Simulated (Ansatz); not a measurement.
H₄OSiZn (`[SiH3][O][ZnH]`) at its PBE0-D4/def2-TZVP geometry, where that method's forces vanish. Total charge 0; spin multiplicity 1.

```tsv
atom	x (Å)	y (Å)	z (Å)
Si1	-0.9358	0.4122	0.5270
O2	0.2670	0.1653	-0.5258
Zn3	1.7161	-0.6854	-1.0591
H4	-1.6507	-0.8571	0.8524
H5	-1.9244	1.3662	-0.0461
H6	-0.4293	0.9823	1.8095
H7	2.9572	-1.3835	-1.5579
```

Problem. For each bond, give half the difference of the two atoms' forces along it (eV/Å; positive pushes the atoms apart) under PBE-D4, r2SCAN-D4, B3LYP-D4, ωB97M-V in def2-TZVPP. (Estimate.)

Solution. Computed: 
| bond | length (Å) | PBE-D4 | r2SCAN-D4 | B3LYP-D4 | ωB97M-V |
| --- | --- | --- | --- | --- | --- |
| Si1–O2 | 1.617 | 0.46 | 0.18 | 0.13 | 0.12 |
| Si1–H4 | 1.493 | -0.02 | -0.05 | -0.09 | -0.13 |
| Si1–H5 | 1.489 | 0.02 | -0.03 | -0.10 | -0.15 |
| Si1–H6 | 1.492 | -0.01 | -0.05 | -0.09 | -0.13 |
| O2–Zn3 | 1.763 | -0.02 | -0.03 | 0.17 | 0.16 |
| Zn3–H7 | 1.509 | -0.21 | -0.23 | -0.21 | -0.22 |

B3LYP here is the variant with VWN-RPA as its local correlation; programs differ in this.
